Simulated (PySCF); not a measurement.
Gas-phase reaction: 3 SiH₄ + 2 (H₂SiO)₃ → 6 H₃SiOH + 3 Si

Energies from PySCF (xtb for GFN2), thermal terms from the rigid-rotor harmonic-oscillator model, ideal gas at 1 bar. † marks an energy on the PBE0/def2-TZVP geometry and frequencies; other levels use their own. MP2 freezes the core. Open shells (unrestricted): Si (multiplicity 3); the rest are closed-shell singlets. GFN2 has no spin-polarisation term. Spin-orbit splitting is ignored; it lowers the true energy and changes the entropy of Si. (H₂SiO)₃, H₃SiOH: computed as isolated molecules; such fragments, hydroxides, amides, oligomers or adducts are transient or little studied in the gas. MP2 isn't extrapolated to the basis-set limit.

| level | ΔH°(298 K), kJ |
|---|---|
| GFN2-xTB | 2304 |
| MP2/def2-SVP† | 1858 |
| PBE/def2-SVP | ___ |
| PBE/def2-TZVP† | ___ |
| PBE0/def2-SVP† | 1862 |
| PBE0/def2-TZVP | 1916 |
| ωB97X-V/def2-TZVP† | ___ |

Task: What belongs in the gaps?

Result: 
- PBE/def2-SVP, ΔH°(298 K), kJ: 1852
- PBE/def2-TZVP†, ΔH°(298 K), kJ: 1870
- ωB97X-V/def2-TZVP†, ΔH°(298 K), kJ: 2034
